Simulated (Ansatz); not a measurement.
A short molecular-dynamics run on ClF2H3OSi2, SMILES `F[Si](F)(Cl)O[SiH3]`.

```yaml
crystal:
  periodic: [false, false, false]
  atoms:
    - {symbol: F, position_ang: [-2.046894, -1.352671, 0.128683]}
    - {symbol: Si, position_ang: [-0.915455, -0.877508, -0.857176]}
    - {symbol: F, position_ang: [-0.051962, -2.145258, -1.210917]}
    - {symbol: Cl, position_ang: [-1.768034, -0.179570, -2.539641]}
    - {symbol: O, position_ang: [-0.014567, 0.237135, -0.174854]}
    - {symbol: Si, position_ang: [1.002290, 0.917486, 0.924522]}
    - {symbol: H, position_ang: [1.264225, 2.309306, 0.493533]}
    - {symbol: H, position_ang: [2.264819, 0.141922, 0.961357]}
    - {symbol: H, position_ang: [0.354179, 0.902857, 2.257394]}
basis:
  gaussian: {orbitals: "6-31G*"}
hamiltonian: {xc: {name: r2SCAN}}
md: {timestep: 0.5 fs, n_steps: 30, ensemble: nvt_langevin, temperature: 300, initial_velocities: maxwell_boltzmann, friction: 0.01, seed: 442}
```

```sh
$ ansatz run in.yaml --threads 4 --pin off --events-out ev --progress --plain --max-ram 10444MiB
```

```
step  time (fs)  potential energy (eV)  kinetic (eV)  T (K)  conserved (eV)
   0        0.0            -35807.6575        0.3102    267               –
   1        0.5            -35807.6532        0.3075    264               –
   2        1.0            -35807.6430        0.3139    270               –
   3        1.5            -35807.6283        0.3158    271               –
   4        2.0            -35807.6116        0.3115    268               –
   5        2.5            -35807.5964        0.2701    232               –
   6        3.0            -35807.5855        0.2531    218               –
   7        3.5            -35807.5803        0.2427    209               –
   8        4.0            -35807.5813        0.2479    213               –
   9        4.5            -35807.5853        0.2534    218               –
  10        5.0            -35807.5892        0.2671    230               –
  11        5.5            -35807.5928        0.2792    240               –
  12        6.0            -35807.5954        0.2808    241               –
  13        6.5            -35807.5959        0.3007    258               –
  14        7.0            -35807.5930        0.2992    257               –
  15        7.5            -35807.5874        0.2756    237               –
  16        8.0            -35807.5797        0.2556    220               –
  17        8.5            -35807.5708        0.2568    221               –
  18        9.0            -35807.5620        0.2485    214               –
  19        9.5            -35807.5548        0.2501    215               –
  20       10.0            -35807.5509        0.2444    210               –
  21       10.5            -35807.5507        0.2595    223               –
  22       11.0            -35807.5540        0.2470    212               –
  23       11.5            -35807.5616        0.2489    214               –
  24       12.0            -35807.5721        0.2666    229               –
  25       12.5            -35807.5839        0.2882    248               –
  26       13.0            -35807.5942        0.2927    252               –
  27       13.5            -35807.6011        0.2986    257               –
  28       14.0            -35807.6033        0.2916    251               –
  29       14.5            -35807.5995        0.2666    229               –
  30       15.0            -35807.5900        0.2707    233               –
```

Velocities are drawn at the set temperature; a run this short doesn't reach equilibrium.

Frames (Å, forces in eV/Å):

```xyz
9
time=0.0 fs
F    -2.047   -1.353    0.129   -0.490   -0.176    0.367
Si   -0.915   -0.878   -0.857   -0.085    0.050   -0.156
F    -0.052   -2.145   -1.211    0.338   -0.505   -0.189
Cl   -1.768   -0.180   -2.540   -0.122    0.136   -0.262
O    -0.015    0.237   -0.175    0.026    0.253   -0.107
Si    1.002    0.917    0.925    0.225    0.177    0.228
H     1.264    2.309    0.494    0.033    0.048    0.020
H     2.265    0.142    0.961    0.062    0.000    0.033
H     0.354    0.903    2.257    0.013    0.019    0.066
9
time=0.5 fs
F    -2.047   -1.352    0.131   -0.450   -0.169    0.335
Si   -0.915   -0.879   -0.858   -0.080    0.143   -0.062
F    -0.051   -2.145   -1.210    0.350   -0.536   -0.198
Cl   -1.768   -0.177   -2.537   -0.133    0.133   -0.284
O    -0.013    0.239   -0.177   -0.086    0.134   -0.202
Si    1.002    0.914    0.923    0.194    0.497    0.063
H     1.269    2.312    0.487    0.013   -0.087    0.067
H     2.253    0.143    0.960    0.250   -0.121    0.051
H     0.352    0.910    2.245   -0.059    0.007    0.231
9
time=1.0 fs
F    -2.047   -1.350    0.133   -0.408   -0.162    0.301
Si   -0.915   -0.880   -0.859   -0.077    0.253    0.038
F    -0.051   -2.146   -1.210    0.365   -0.572   -0.208
Cl   -1.769   -0.175   -2.535   -0.142    0.129   -0.306
O    -0.011    0.240   -0.179   -0.203    0.008   -0.300
Si    1.001    0.911    0.922    0.145    0.798   -0.096
H     1.274    2.314    0.480   -0.002   -0.201    0.109
H     2.241    0.144    0.960    0.452   -0.250    0.071
H     0.351    0.918    2.234   -0.131   -0.003    0.391
9
time=1.5 fs
F    -2.047   -1.349    0.134   -0.371   -0.158    0.273
Si   -0.915   -0.882   -0.860   -0.064    0.380    0.135
F    -0.050   -2.146   -1.210    0.381   -0.609   -0.217
Cl   -1.769   -0.173   -2.533   -0.149    0.122   -0.324
O    -0.009    0.242   -0.182   -0.332   -0.134   -0.410
Si    1.000    0.908    0.920    0.100    1.075   -0.229
H     1.277    2.315    0.474   -0.010   -0.294    0.143
H     2.230    0.144    0.959    0.642   -0.371    0.090
H     0.349    0.925    2.223   -0.198   -0.012    0.539
9
time=2.0 fs
F    -2.047   -1.348    0.136   -0.338   -0.155    0.249
Si   -0.915   -0.884   -0.861   -0.045    0.521    0.229
F    -0.050   -2.147   -1.209    0.401   -0.651   -0.229
Cl   -1.770   -0.171   -2.530   -0.155    0.115   -0.338
O    -0.007    0.244   -0.184   -0.476   -0.287   -0.531
Si    1.000    0.905    0.919    0.083    1.315   -0.318
H     1.281    2.315    0.469   -0.013   -0.368    0.170
H     2.221    0.143    0.960    0.795   -0.468    0.108
H     0.347    0.934    2.214   -0.252   -0.022    0.660
9
time=2.5 fs
F    -2.047   -1.347    0.138   -0.305   -0.151    0.224
Si   -0.915   -0.887   -0.861   -0.029    0.654    0.321
F    -0.049   -2.147   -1.208    0.420   -0.690   -0.240
Cl   -1.770   -0.168   -2.528   -0.160    0.108   -0.351
O    -0.004    0.246   -0.186   -0.616   -0.431   -0.649
Si    0.999    0.901    0.918    0.098    1.505   -0.362
H     1.284    2.315    0.465   -0.015   -0.428    0.189
H     2.214    0.140    0.960    0.897   -0.534    0.126
H     0.344    0.942    2.207   -0.290   -0.032    0.743
9
time=3.0 fs
F    -2.048   -1.346    0.140   -0.267   -0.143    0.195
Si   -0.915   -0.888   -0.862   -0.017    0.747    0.399
F    -0.049   -2.148   -1.208    0.426   -0.710   -0.246
Cl   -1.770   -0.166   -2.526   -0.165    0.101   -0.362
O    -0.002    0.247   -0.188   -0.739   -0.554   -0.751
Si    0.998    0.898    0.916    0.143    1.641   -0.357
H     1.288    2.313    0.462   -0.015   -0.470    0.198
H     2.210    0.135    0.960    0.942   -0.568    0.140
H     0.342    0.950    2.202   -0.309   -0.044    0.784
9
time=3.5 fs
F    -2.048   -1.346    0.142   -0.223   -0.132    0.163
Si   -0.915   -0.890   -0.862   -0.017    0.802    0.461
F    -0.048   -2.149   -1.207    0.424   -0.717   -0.247
Cl   -1.770   -0.164   -2.524   -0.171    0.095   -0.374
O     0.000    0.248   -0.190   -0.838   -0.654   -0.831
Si    0.998    0.895    0.915    0.228    1.714   -0.317
H     1.291    2.311    0.460   -0.010   -0.488    0.200
H     2.209    0.129    0.960    0.918   -0.560    0.150
H     0.339    0.958    2.198   -0.311   -0.059    0.794
9
time=4.0 fs
F    -2.049   -1.345    0.144   -0.178   -0.120    0.129
Si   -0.914   -0.891   -0.863   -0.025    0.845    0.517
F    -0.047   -2.150   -1.206    0.421   -0.723   -0.248
Cl   -1.770   -0.162   -2.522   -0.176    0.089   -0.384
O     0.001    0.250   -0.193   -0.920   -0.738   -0.894
Si    0.997    0.892    0.913    0.343    1.724   -0.232
H     1.294    2.307    0.458   -0.001   -0.491    0.199
H     2.211    0.122    0.961    0.825   -0.510    0.158
H     0.335    0.965    2.197   -0.289   -0.076    0.755
9
time=4.5 fs
F    -2.049   -1.345    0.145   -0.133   -0.107    0.094
Si   -0.915   -0.892   -0.863   -0.025    0.880    0.574
F    -0.046   -2.151   -1.206    0.413   -0.722   -0.247
Cl   -1.770   -0.160   -2.520   -0.182    0.083   -0.395
O     0.003    0.251   -0.196   -1.000   -0.818   -0.954
Si    0.997    0.888    0.912    0.481    1.686   -0.113
H     1.297    2.301    0.456    0.010   -0.474    0.193
H     2.216    0.113    0.962    0.687   -0.431    0.164
H     0.330    0.973    2.197   -0.250   -0.096    0.684
9
time=5.0 fs
F    -2.050   -1.345    0.148   -0.088   -0.093    0.058
Si   -0.915   -0.894   -0.863   -0.015    0.910    0.634
F    -0.045   -2.152   -1.205    0.400   -0.717   -0.245
Cl   -1.770   -0.157   -2.518   -0.192    0.078   -0.409
O     0.005    0.252   -0.198   -1.078   -0.897   -1.010
Si    0.996    0.885    0.911    0.629    1.615    0.013
H     1.300    2.295    0.455    0.024   -0.439    0.180
H     2.221    0.104    0.964    0.527   -0.340    0.169
H     0.324    0.981    2.197   -0.207   -0.117    0.609
9
time=5.5 fs
F    -2.051   -1.345    0.150   -0.040   -0.079    0.019
Si   -0.916   -0.895   -0.863   -0.001    0.928    0.696
F    -0.044   -2.152   -1.204    0.382   -0.707   -0.242
Cl   -1.770   -0.155   -2.516   -0.203    0.075   -0.426
O     0.007    0.253   -0.202   -1.148   -0.968   -1.054
Si    0.996    0.882    0.910    0.777    1.508    0.151
H     1.303    2.287    0.453    0.044   -0.376    0.160
H     2.227    0.095    0.966    0.353   -0.241    0.173
H     0.318    0.989    2.198   -0.162   -0.141    0.524
9
time=6.0 fs
F    -2.052   -1.345    0.152    0.010   -0.062   -0.022
Si   -0.916   -0.896   -0.864    0.008    0.930    0.752
F    -0.043   -2.153   -1.203    0.360   -0.692   -0.237
Cl   -1.770   -0.153   -2.514   -0.215    0.072   -0.441
O     0.009    0.254   -0.205   -1.209   -1.024   -1.085
Si    0.995    0.880    0.909    0.922    1.361    0.310
H     1.307    2.277    0.452    0.068   -0.286    0.130
H     2.234    0.084    0.969    0.167   -0.133    0.173
H     0.313    0.998    2.201   -0.111   -0.166    0.420
9
time=6.5 fs
F    -2.053   -1.345    0.155    0.057   -0.047   -0.061
Si   -0.917   -0.897   -0.864    0.004    0.933    0.795
F    -0.043   -2.154   -1.202    0.343   -0.685   -0.234
Cl   -1.770   -0.151   -2.512   -0.225    0.067   -0.452
O     0.010    0.255   -0.208   -1.251   -1.062   -1.098
Si    0.994    0.877    0.908    1.049    1.185    0.490
H     1.312    2.265    0.450    0.095   -0.176    0.096
H     2.241    0.073    0.973   -0.022   -0.023    0.170
H     0.309    1.006    2.205   -0.051   -0.191    0.295
9
time=7.0 fs
F    -2.054   -1.344    0.157    0.098   -0.035   -0.095
Si   -0.918   -0.898   -0.864   -0.016    0.937    0.824
F    -0.042   -2.154   -1.202    0.334   -0.690   -0.234
Cl   -1.770   -0.149   -2.510   -0.234    0.060   -0.461
O     0.012    0.255   -0.212   -1.267   -1.078   -1.086
Si    0.993    0.875    0.907    1.145    0.992    0.666
H     1.316    2.253    0.447    0.126   -0.046    0.057
H     2.249    0.062    0.976   -0.196    0.078    0.165
H     0.305    1.014    2.209    0.010   -0.217    0.164
9
time=7.5 fs
F    -2.055   -1.344    0.159    0.135   -0.025   -0.123
Si   -0.918   -0.899   -0.863   -0.043    0.923    0.837
F    -0.041   -2.154   -1.201    0.322   -0.690   -0.233
Cl   -1.770   -0.146   -2.508   -0.241    0.052   -0.469
O     0.013    0.256   -0.216   -1.260   -1.071   -1.051
Si    0.993    0.873    0.906    1.219    0.797    0.819
H     1.320    2.241    0.445    0.158    0.089    0.014
H     2.255    0.053    0.980   -0.349    0.165    0.158
H     0.302    1.021    2.214    0.060   -0.241    0.049
9
time=8.0 fs
F    -2.056   -1.343    0.161    0.169   -0.015   -0.149
Si   -0.919   -0.899   -0.863   -0.062    0.887    0.837
F    -0.041   -2.155   -1.200    0.299   -0.675   -0.228
Cl   -1.770   -0.144   -2.507   -0.248    0.044   -0.475
O     0.014    0.256   -0.220   -1.245   -1.055   -1.010
Si    0.992    0.870    0.905    1.283    0.616    0.954
H     1.323    2.229    0.442    0.190    0.210   -0.022
H     2.261    0.042    0.984   -0.488    0.249    0.147
H     0.299    1.027    2.218    0.102   -0.260   -0.053
9
time=8.5 fs
F    -2.058   -1.343    0.163    0.197   -0.007   -0.171
Si   -0.919   -0.900   -0.862   -0.067    0.835    0.828
F    -0.041   -2.156   -1.199    0.268   -0.646   -0.219
Cl   -1.770   -0.141   -2.505   -0.258    0.037   -0.483
O     0.014    0.256   -0.224   -1.219   -1.032   -0.959
Si    0.992    0.868    0.904    1.322    0.440    1.084
H     1.326    2.219    0.440    0.224    0.325   -0.057
H     2.265    0.032    0.990   -0.605    0.324    0.130
H     0.298    1.031    2.222    0.139   -0.277   -0.153
9
time=9.0 fs
F    -2.059   -1.343    0.165    0.222    0.000   -0.189
Si   -0.920   -0.900   -0.861   -0.070    0.779    0.811
F    -0.040   -2.157   -1.198    0.234   -0.614   -0.208
Cl   -1.770   -0.139   -2.503   -0.267    0.029   -0.491
O     0.015    0.256   -0.228   -1.181   -0.999   -0.897
Si    0.992    0.866    0.903    1.336    0.282    1.199
H     1.329    2.210    0.437    0.253    0.427   -0.089
H     2.268    0.023    0.997   -0.698    0.384    0.110
H     0.297    1.034    2.227    0.171   -0.289   -0.246
9
time=9.5 fs
F    -2.060   -1.342    0.167    0.242    0.006   -0.203
Si   -0.921   -0.901   -0.860   -0.072    0.730    0.788
F    -0.040   -2.158   -1.197    0.204   -0.587   -0.198
Cl   -1.769   -0.137   -2.501   -0.277    0.021   -0.498
O     0.016    0.256   -0.233   -1.132   -0.960   -0.826
Si    0.991    0.864    0.902    1.329    0.173    1.290
H     1.333    2.202    0.435    0.271    0.491   -0.107
H     2.270    0.015    1.005   -0.763    0.424    0.089
H     0.296    1.036    2.231    0.199   -0.297   -0.335
9
time=10.0 fs
F    -2.060   -1.342    0.169    0.261    0.010   -0.217
Si   -0.922   -0.901   -0.860   -0.073    0.680    0.766
F    -0.040   -2.159   -1.196    0.172   -0.559   -0.188
Cl   -1.769   -0.134   -2.499   -0.288    0.012   -0.506
O     0.016    0.256   -0.237   -1.073   -0.913   -0.744
Si    0.991    0.862    0.901    1.296    0.107    1.345
H     1.338    2.196    0.431    0.279    0.523   -0.115
H     2.269    0.008    1.013   -0.793    0.442    0.069
H     0.295    1.038    2.235    0.219   -0.302   -0.410
9
time=10.5 fs
F    -2.061   -1.342    0.171    0.284    0.016   -0.237
Si   -0.922   -0.902   -0.859   -0.079    0.612    0.746
F    -0.039   -2.161   -1.196    0.135   -0.522   -0.177
Cl   -1.769   -0.131   -2.498   -0.299    0.003   -0.516
O     0.017    0.256   -0.242   -0.998   -0.852   -0.650
Si    0.992    0.861    0.900    1.249    0.072    1.354
H     1.343    2.191    0.427    0.280    0.530   -0.114
H     2.266    0.003    1.021   -0.797    0.443    0.051
H     0.295    1.039    2.237    0.224   -0.303   -0.458
9
time=11.0 fs
F    -2.061   -1.341    0.173    0.307    0.022   -0.258
Si   -0.923   -0.902   -0.859   -0.088    0.535    0.724
F    -0.039   -2.162   -1.195    0.095   -0.482   -0.166
Cl   -1.768   -0.129   -2.496   -0.310   -0.007   -0.523
O     0.017    0.255   -0.247   -0.910   -0.778   -0.545
Si    0.992    0.859    0.899    1.204    0.074    1.319
H     1.351    2.188    0.424    0.271    0.505   -0.106
H     2.262   -0.001    1.030   -0.782    0.431    0.033
H     0.296    1.041    2.237    0.213   -0.300   -0.477
9
time=11.5 fs
F    -2.062   -1.341    0.176    0.325    0.027   -0.277
Si   -0.924   -0.903   -0.858   -0.094    0.462    0.698
F    -0.039   -2.164   -1.194    0.055   -0.443   -0.155
Cl   -1.768   -0.126   -2.495   -0.320   -0.019   -0.529
O     0.017    0.255   -0.252   -0.818   -0.701   -0.439
Si    0.992    0.857    0.899    1.148    0.111    1.236
H     1.358    2.186    0.421    0.253    0.458   -0.089
H     2.256   -0.004    1.038   -0.734    0.396    0.019
H     0.299    1.042    2.236    0.185   -0.291   -0.464
9
time=12.0 fs
F    -2.062   -1.341    0.178    0.337    0.028   -0.290
Si   -0.924   -0.903   -0.858   -0.095    0.397    0.670
F    -0.038   -2.165   -1.194    0.018   -0.408   -0.147
Cl   -1.768   -0.123   -2.493   -0.331   -0.030   -0.535
O     0.017    0.255   -0.257   -0.729   -0.624   -0.334
Si    0.992    0.856    0.898    1.073    0.175    1.111
H     1.367    2.184    0.416    0.231    0.401   -0.066
H     2.246   -0.005    1.045   -0.644    0.334    0.010
H     0.302    1.041    2.232    0.140   -0.272   -0.419
9
time=12.5 fs
F    -2.061   -1.340    0.179    0.341    0.027   -0.297
Si   -0.925   -0.904   -0.858   -0.091    0.339    0.638
F    -0.038   -2.167   -1.193   -0.017   -0.377   -0.140
Cl   -1.768   -0.120   -2.492   -0.340   -0.042   -0.541
O     0.017    0.254   -0.262   -0.639   -0.547   -0.233
Si    0.992    0.854    0.898    0.985    0.259    0.943
H     1.376    2.182    0.412    0.204    0.339   -0.039
H     2.235   -0.005    1.053   -0.520    0.247    0.005
H     0.305    1.038    2.226    0.078   -0.245   -0.337
9
time=13.0 fs
F    -2.061   -1.339    0.181    0.337    0.022   -0.297
Si   -0.925   -0.904   -0.858   -0.083    0.281    0.595
F    -0.037   -2.168   -1.193   -0.053   -0.346   -0.132
Cl   -1.768   -0.117   -2.491   -0.349   -0.055   -0.544
O     0.018    0.253   -0.266   -0.543   -0.464   -0.128
Si    0.993    0.852    0.898    0.890    0.355    0.739
H     1.386    2.180    0.408    0.172    0.274   -0.010
H     2.223   -0.004    1.061   -0.372    0.141    0.005
H     0.308    1.034    2.219    0.001   -0.209   -0.227
9
time=13.5 fs
F    -2.060   -1.338    0.183    0.332    0.016   -0.296
Si   -0.926   -0.904   -0.857   -0.067    0.222    0.547
F    -0.037   -2.169   -1.193   -0.094   -0.307   -0.123
Cl   -1.767   -0.114   -2.490   -0.355   -0.069   -0.542
O     0.018    0.252   -0.271   -0.451   -0.383   -0.028
Si    0.993    0.851    0.898    0.792    0.473    0.508
H     1.398    2.178    0.403    0.135    0.196    0.026
H     2.210   -0.003    1.069   -0.206    0.022    0.008
H     0.312    1.030    2.211   -0.086   -0.169   -0.100
9
time=14.0 fs
F    -2.060   -1.337    0.184    0.326    0.012   -0.296
Si   -0.926   -0.905   -0.857   -0.042    0.154    0.505
F    -0.036   -2.171   -1.193   -0.140   -0.261   -0.113
Cl   -1.767   -0.111   -2.489   -0.362   -0.082   -0.542
O     0.019    0.251   -0.275   -0.365   -0.307    0.065
Si    0.994    0.849    0.898    0.693    0.615    0.250
H     1.410    2.177    0.398    0.093    0.104    0.067
H     2.197   -0.002    1.077   -0.022   -0.110    0.016
H     0.316    1.025    2.201   -0.181   -0.125    0.048
9
time=14.5 fs
F    -2.059   -1.337    0.186    0.321    0.009   -0.297
Si   -0.927   -0.905   -0.857   -0.016    0.071    0.465
F    -0.036   -2.173   -1.193   -0.190   -0.206   -0.101
Cl   -1.767   -0.109   -2.488   -0.370   -0.092   -0.546
O     0.020    0.250   -0.280   -0.275   -0.229    0.158
Si    0.995    0.847    0.898    0.590    0.759   -0.019
H     1.421    2.176    0.392    0.052    0.013    0.112
H     2.184    0.000    1.084    0.167   -0.245    0.026
H     0.320    1.020    2.192   -0.279   -0.079    0.202
9
time=15.0 fs
F    -2.058   -1.336    0.187    0.318    0.005   -0.299
Si   -0.927   -0.905   -0.857    0.003   -0.008    0.423
F    -0.035   -2.175   -1.192   -0.237   -0.155   -0.089
Cl   -1.767   -0.106   -2.487   -0.377   -0.103   -0.548
O     0.020    0.249   -0.284   -0.186   -0.155    0.250
Si    0.996    0.845    0.897    0.484    0.907   -0.285
H     1.432    2.175    0.385    0.010   -0.075    0.158
H     2.172    0.001    1.091    0.359   -0.385    0.039
H     0.324    1.013    2.184   -0.375   -0.032    0.350
```

Hardware: 4 threads of an Intel Xeon Platinum 8259CL on a shared host. Wall time 63 s, peak host memory 0.21 GiB.
